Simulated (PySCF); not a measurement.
Cl₆GeSi, SMILES [Ge]([Cl])([Si](Cl)(Cl)Cl)([Cl])[Cl].

Geometry: r2SCAN-D4/def2-SVP. The structure was generated by enumeration, and PubChem lists no compound with its InChIKey, so it may never have been made. One conformer was computed; it need not be the lowest.

Method: PySCF with B3LYP/def2-SVP.

Symmetry labels are those of the subgroup Cs that the program uses (full group C3v).

Computed valence orbital energies around the gap with their symmetry:
```json
[
 {"orbital": "HOMO−7", "symmetry": "A\"", "energy (eV)": "-9.73"},
 {"orbital": "HOMO−6", "symmetry": "A\"", "energy (eV)": "-9.54"},
 {"orbital": "HOMO−5", "symmetry": "A'", "energy (eV)": "-9.54"},
 {"orbital": "HOMO−4", "symmetry": "A\"", "energy (eV)": "-9.31"},
 {"orbital": "HOMO−3", "symmetry": "A'", "energy (eV)": "-9.11"},
 {"orbital": "HOMO−2", "symmetry": "A\"", "energy (eV)": "-9.11"},
 {"orbital": "HOMO−1", "symmetry": "A\"", "energy (eV)": "-8.88"},
 {"orbital": "HOMO", "symmetry": "A'", "energy (eV)": "-8.44"},
 {"orbital": "LUMO", "symmetry": "A'", "energy (eV)": "-2.03"},
 {"orbital": "LUMO+1", "symmetry": "A'", "energy (eV)": "-1.10"},
 {"orbital": "LUMO+2", "symmetry": "A\"", "energy (eV)": "-1.10"},
 {"orbital": "LUMO+3", "symmetry": "A'", "energy (eV)": "-0.36"}
]
```
